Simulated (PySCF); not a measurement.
C3H8O2Si, SMILES O(C[SiH2]C=O)C, GFN2-xTB optimised geometry.

```
14

C      2.05     1.73     0.00
O      1.47     0.45     0.02
C      0.05     0.48    -0.02
Si    -0.52    -1.33     0.00
C     -2.45    -1.33     0.00
O     -3.13    -0.33     0.00
H      3.13     1.58     0.04
H      1.73     2.32     0.87
H      1.79     2.27    -0.91
H     -0.29     1.01    -0.93
H     -0.34     1.05     0.83
H     -0.09    -2.02     1.22
H     -0.09    -2.05    -1.20
H     -2.95    -2.32     0.00
```

Density from PySCF with PBE/def2-TZVP at that geometry.

Minimum of the electron density along straight lines between bonded atoms, close to the bond critical point (lines longer than 1.1 times the sum of covalent radii, or with two minima, are not listed):

```tsv
bond	length / Å	ρ at the minimum / e bohr⁻³	∇²ρ there / e bohr⁻⁵	position (fraction from the first atom)
C1–O2	1.404	0.267	-0.59	0.36
O2–C3	1.416	0.261	-0.55	0.63
C3–Si4	1.901	0.119	0.13	0.61
Si4–C5	1.927	0.114	0.12	0.39
C5–O6	1.205	0.420	0.02	0.34
C1–H7	1.088	0.284	-0.99	0.65
C1–H8	1.097	0.278	-0.94	0.64
C1–H9	1.097	0.278	-0.94	0.64
C3–H10	1.100	0.274	-0.91	0.64
C3–H11	1.100	0.274	-0.91	0.65
Si4–H12	1.464	0.124	0.17	0.50
Si4–H13	1.464	0.124	0.16	0.50
C5–H14	1.112	0.272	-0.92	0.65
```
